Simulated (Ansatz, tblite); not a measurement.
Cost and result up the ladder for (H2Ga-mu-PSiH3)2 (Ga₂Si₄P₂H₁₆) (24 atoms). Total charge 0; singlet. Geometry: r2SCAN-D4/def2-SVP.

| atom | x (Å) | y (Å) | z (Å) |
| --- | --- | --- | --- |
| Ga1 | -0.225 | -1.555 | -0.885 |
| H2 | -0.538 | -1.466 | -2.414 |
| H3 | -0.092 | -2.879 | -0.064 |
| P4 | -1.628 | 0.035 | 0.330 |
| Si5 | -3.225 | 0.987 | -0.929 |
| Si6 | -2.621 | -0.826 | 2.151 |
| Ga7 | 0.222 | 1.534 | 0.869 |
| H8 | 0.092 | 2.857 | 0.046 |
| H9 | 0.533 | 1.452 | 2.400 |
| P10 | 1.626 | -0.055 | -0.342 |
| Si11 | 2.624 | 0.836 | -2.145 |
| Si12 | 3.223 | -0.987 | 0.933 |
| H13 | -2.556 | 1.544 | -2.140 |
| H14 | -3.894 | 2.081 | -0.165 |
| H15 | -4.240 | -0.032 | -1.328 |
| H16 | -3.286 | 0.260 | 2.930 |
| H17 | -3.637 | -1.844 | 1.752 |
| H18 | -1.553 | -1.463 | 2.972 |
| H19 | 3.300 | -0.233 | -2.938 |
| H20 | 1.557 | 1.481 | -2.961 |
| H21 | 3.632 | 1.853 | -1.723 |
| H22 | 4.156 | 0.065 | 1.434 |
| H23 | 2.539 | -1.652 | 2.078 |
| H24 | 3.991 | -1.994 | 0.141 |

Ansatz on 4 threads of Arm Neoverse V2 on a shared host; xTB runs through tblite on one thread. Times are rough, summed over both states, and most runs start from the orbitals of an earlier one. PBE0-D4/def2-SVP serves as the yardstick here, not as an exact answer. The other state is a doublet.

The xTB rows come from tblite.

Raw xTB energies of ions are shifted by several eV.

| level | functions | wall time |
| --- | --- | --- |
| GFN2-xTB | 88 | 0.038 s |
| GFN1-xTB | 104 | 0.051 s |
| PBE-D4/def2-SVP | 252 | 16 s |
| PBE0-D4/def2-SVP | 252 | 30 s |

(1) Estimate what each level gives for the vertical IE (eV).

Answers

(1) 
| level | vertical IE (eV) | difference from PBE0-D4/def2-SVP (eV) |
| --- | --- | --- |
| GFN2-xTB | 12.32 | 3.73 |
| GFN1-xTB | 12.65 | 4.05 |
| PBE-D4/def2-SVP | 8.20 | -0.39 |
| PBE0-D4/def2-SVP | 8.59 | 0.00 |
